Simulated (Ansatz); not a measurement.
Consider the formal exchange of groups at a C–F bond: `FC[SiH3]` + `C=CCl` → `[SiH3]C/C=C/Cl` + H–F.

Gas-phase electronic energies from Ansatz, PBE0-D4/def2-TZVP geometries. CCSD(T)/CBS adds triple-zeta CCSD(T) − MP2 to the extrapolated MP2 energy (def2 sets, frozen cores). This one scheme is used for every species. Functionals use def2-TZVPP. One conformer a species, not always the lowest.

`FC[SiH3]`:

Cartesian coordinates in Å:
```
F 0.343 -1.074 -1.573
C -0.468 -0.230 -0.821
Si 0.398 0.251 0.795
H -1.411 -0.751 -0.624
H -0.695 0.654 -1.426
H -0.516 1.149 1.551
H 1.666 0.965 0.499
H 0.683 -0.963 1.600
```

`C=CCl`:

Z-matrix (Å, degrees):
```
C
C 1 1.320
H 1 1.083 2 119.4
H 1 1.083 2 122.2 3 180.0
Cl 2 1.721 1 123.5 3 -180.0
H 2 1.083 1 123.6 3 -0.0
```

`[SiH3]C/C=C/Cl`:

Z-matrix (Å, degrees):
```
Si
C 1 1.889
H 1 1.488 2 110.2
H 1 1.487 2 109.8 3 -119.9
H 1 1.486 2 109.8 3 120.4
C 2 1.488 1 111.5 3 175.0
H 2 1.096 1 107.8 3 53.5
H 2 1.094 1 108.4 3 -62.3
C 6 1.325 2 123.8 1 108.3
H 6 1.087 2 117.5 1 -69.7
Cl 9 1.722 6 123.2 2 -178.0
H 9 1.083 6 123.5 2 1.9
```

H–F:

Z-matrix (Å, degrees):
```
F
H 1 0.920
```

| level | ΔE (eV) |
| --- | --- |
| r2SCAN-D4 | -0.76 |
| ωB97X-V | -0.72 |
| r2SCAN | -0.74 |
| HF/CBS(def2) | -0.57 |

Q: What does CCSD(T)/CBS give? (Best estimate.)

A: The calculation gave: -0.88 eV. The listed levels differ from it by 0.12, 0.16, 0.14, 0.31 eV.

Largest T1 diagnostic among the species: 0.011.

In def2-TZVPP, CCSD(T) changes the Hartree–Fock value by −0.28 eV (the triples alone add −0.03 eV) and MP2 by −0.43 eV. From PBE to PBE0 (25 % exact exchange), in def2-TZVPP and without D4, ΔE moves by −0.06 eV. The D4 term adds −0.11 eV with B3LYP and −0.07 eV with PBE0; it sums over pairs of atoms, weighted by their polarisabilities, and B3LYP, whose exchange is more repulsive, gets the larger term.

B3LYP here is the variant with VWN-RPA as its local correlation; programs differ in this.
